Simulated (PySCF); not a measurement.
Computed with PBE-D3(BJ)/def2-TZVP // B3LYP-D3(BJ)/def2-TZVP (PySCF). Isolated molecules, 0 K electronic values unless said otherwise. 

Reference species (SMILES): `N=C=C=N` (neutral, multiplicity 1).

* **LUMO**: -3.69 eV

Changed species: `c1n/c1=N/[H]`.

Predict the effect on the LUMO.

the LUMO increases by 0.77 eV, to -2.92 eV.
